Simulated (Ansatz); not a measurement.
The lowest singlet and triplet of OH (SMILES [OH+]); geometries from B3LYP-D3(BJ)/def2-TZVP, each state relaxed from the structure named, with no frequency check, low spin by broken symmetry.
Singlet (charge 1, multiplicity 1):
```xyz
2

O      0.00000     0.00000    -0.11563
H      0.00000     0.00000     0.92505
```
Triplet (charge 1, multiplicity 3):
| atom | x (Å) | y (Å) | z (Å) |
|---|---|---|---|
| O | 0.0000 | 0.0000 | -0.1156 |
| H | 0.0000 | 0.0000 | 0.9250 |

A positive gap puts the triplet lower; no zero-point energy. R- takes a restricted singlet, here one determinant of a half-filled degenerate or near-degenerate pair, which mixes singlet states. The triplet is unrestricted in single-reference levels.

Correlated levels freeze the cores.

Programs: Ansatz (Gaussian orbitals). Values without a source in brackets are computed.

Predict the gap E(singlet) − E(triplet), adiabatic from R-SCS-MP2/cc-pVQZ.

2.83 eV

Predict the gap E(singlet) − E(triplet), adiabatic from R-CCSD(T)/cc-pVTZ.

2.54 eV

What is the computed gap E(singlet) − E(triplet), adiabatic (R-B2PLYP/def2-TZVPP)?

3.04 eV

Doubts at one or more of the structures used: a restricted determinant that unrestricted orbitals would lower (R-B2PLYP/def2-TZVPP, R-SCS-MP2/cc-pVQZ, R-CCSD(T)/cc-pVTZ).

Ansatz is a first-principles code.
